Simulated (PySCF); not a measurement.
## Rb¹⁷⁺: ionisation energy

Rb¹⁷⁺ [Ar] 3d2 [3d3/2^2, M_J = 2] → Rb¹⁸⁺ [Ar] 3d1 [3d3/2^1, M_J = 3/2], as a difference of total energies. All numbers are calculated (PySCF 2.14, the two-component X2C-1e Hamiltonian, in an even-tempered Gaussian basis (17 s from 1.7 bohr⁻², ratio 2.8; 12 p from 2.2 bohr⁻², ratio 2.8; 8 d from 2.2 bohr⁻², ratio 2.8; 4 f from 7 bohr⁻², ratio 3)). Correlated levels: [Ne] frozen; the 76 highest virtual spinors dropped. "Screened" scales the spin-orbit matrix elements by Boettger's factors to mimic the two-electron term; Breit and QED terms are absent.

| method | ionisation energy (eV) |
| --- | --- |
| GHF (spin-free) | 653.92 |
| GMP2 (spin-free) | 654.03 |
| GHF (screened spin-orbit) | 654.35 |
| GMP2 (screened spin-orbit) | 654.46 |

Breit and QED terms and the two-electron picture change are absent.

The spin-free rows relax to the high-spin LS determinant and lack the spin-orbit shift.

The labels give the starting determinants; with spin-orbit coupling the two ends relaxed to ⟨J²⟩ = 6.67, ⟨L²⟩ = 11.58, ⟨S²⟩ = 1.86 and ⟨J²⟩ = 3.75, ⟨L²⟩ = 6.00, ⟨S²⟩ = 0.75.

The determinant of Rb¹⁷⁺ mixes levels of different J (the jj label is only the starting occupation), so the difference between spin-free and spin-orbit rows is not the physical spin-orbit shift.

For comparison: 654 ± 3 eV (theoretical estimate listed by NIST; NIST Atomic Spectra Database, ionization energies).
